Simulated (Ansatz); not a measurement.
Consider the redistribution: `C[O][Ge][OH]` + `[OH][Hf]([OH])([F])[I]` → `C[O][Ge][F]` + `[OH][Hf]([OH])([OH])[I]`.

Isolated molecules relaxed with PBE0-D4/def2-TZVP in Ansatz; ΔE leaves out vibrations. CBS: MP2 limit from def2 TZ/QZ plus the TZ coupled-cluster correction, frozen cores. Functionals use def2-TZVPP. B3LYP here is the variant with VWN-RPA as its local correlation; programs differ in this. Elements past krypton have def2 core potentials. For Ge, Hf, I outer-core shells are correlated without core-valence functions, which leaves a few kJ/mol of doubt a bond. Scalar relativity is left out up to krypton. One conformer a species, not always the lowest.

`C[O][Ge][OH]`:

Z-matrix (Å, degrees):
```
C
O 1 1.412
H 1 1.094 2 109.1
H 1 1.092 2 112.3 3 121.0
H 1 1.094 2 109.1 3 -118.0
Ge 2 1.769 1 128.1 3 -120.1
O 6 1.800 2 97.8 1 0.0
H 7 0.961 6 112.9 2 -179.9
```

`[OH][Hf]([OH])([F])[I]`:

Cartesian coordinates in Å:
```
O -0.487 -1.007 -1.284
Hf 0.372 0.186 -0.081
O -0.391 0.087 1.655
F 2.208 -0.305 0.042
I 0.158 2.752 -1.029
H -0.999 -1.644 -1.772
H -0.861 -0.067 2.469
```

`C[O][Ge][F]`:

Cartesian coordinates in Å:
```
C 0.033 -0.297 0.766
O -0.258 -0.824 -0.512
Ge -0.272 0.008 -2.068
F 0.175 1.629 -1.521
H 0.285 0.765 0.725
H -0.836 -0.433 1.415
H 0.873 -0.848 1.196
```

`[OH][Hf]([OH])([OH])[I]`:

Cartesian coordinates in Å:
```
O 1.780 0.242 0.401
Hf -0.052 -0.234 0.136
O -1.189 1.146 0.812
O -0.393 -0.506 -1.725
I -0.577 -2.576 1.497
H 2.697 0.409 0.207
H -1.460 1.946 1.252
H -0.806 -0.426 -2.579
```

| level | ΔE (kJ/mol) | difference from CCSD(T)/CBS |
| --- | --- | --- |
| r2SCAN-D4 | 15.7 | 3.1 |
| B3LYP-D4 | 10.8 | -1.8 |
| ωB97M-V | 10.5 | -2.1 |
| B2PLYP | 12.0 | -0.6 |
| r2SCAN | 15.8 | 3.2 |
| HF/def2-TZVPP | 7.7 | -4.9 |
| SCS-MP2/def2-TZVPP | 12.3 | -0.3 |
| MP2/def2-QZVPP | 12.4 | -0.2 |
| MP2/CBS(def2) | 12.0 | -0.6 |
| CCSD/CBS(def2) | 11.3 | -1.3 |
| CCSD(T)/CBS | 12.6 | 0 |

Largest T1 diagnostic among the species: 0.015.

In def2-TZVPP, CCSD(T) changes the Hartree–Fock value by +6.1 kJ/mol (the triples alone add +1.3 kJ/mol) and MP2 by +5.6 kJ/mol.
